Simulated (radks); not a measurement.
The bromine anion Br- inside a hard spherical wall (all orbitals vanish at R), configuration held at [Kr] and not refilled when levels cross. Calculated with a radial shooting solver on a logarithmic mesh with Libxc functionals: non-relativistic Kohn-Sham, LDA (Slater exchange, VWN5 correlation), spin-polarised, spherical densities, point nucleus. Eigenvalues in eV for spin up, with the zero of energy where the potential of the charges vanishes at infinity; a dash marks a level that is unbound or too diffuse for the functional's potential to be trusted. A positive occupied level is held by the wall or, in an anion where self-interaction has pushed it up, behind a barrier. The pressure on the wall is -dE/dV.

| R (bohr) | E (hartree) | kinetic (hartree) | e(3p) | e(3d) | e(4s) | e(4p) | e(5s, empty) | e(5p, empty) | pressure (GPa) |
|---|---|---|---|---|---|---|---|---|---|
| 20 | -2570.76304 | 2568.486 | -162.44 | -59.672 | -11.100 | -0.056 | 2.441 | 2.667 | < 0.0001 |
| 15 | -2570.76303 | 2568.486 | -162.43 | -59.668 | -11.097 | -0.053 | 3.102 | 3.628 | 0.000110 |
| 10 | -2570.76225 | 2568.492 | -162.34 | -59.576 | -11.015 | 0.023 | 4.520 | 5.962 | 0.0163 |
| 8 | -2570.75804 | 2568.518 | -162.05 | -59.287 | -10.766 | 0.256 | 6.101 | 8.470 | 0.177 |
| 7 | -2570.74950 | 2568.567 | -161.64 | -58.875 | -10.425 | 0.583 | 7.683 | 10.830 | 0.666 |
| 5 | -2570.63646 | 2569.126 | -158.63 | -55.880 | -8.115 | 2.964 | 16.564 | 22.658 | 14.6 |
| 3.5 | -2569.80170 | 2572.524 | -148.19 | -45.540 | -0.207 | 11.971 | 45.949 | 56.803 | 275 |
| 3 | -2568.66907 | 2576.534 | -139.66 | -37.131 | 7.132 | 20.566 | 72.849 | 86.174 | 884 |
| 2.5 | -2565.85310 | 2585.566 | -125.46 | -23.165 | 21.950 | 37.775 | 124.97 | 141.30 | 3310 |
| 2 | -2557.88386 | 2609.227 | -99.943 | 2.138 | 57.366 | 77.647 | 238.44 | 257.56 | 15700 |
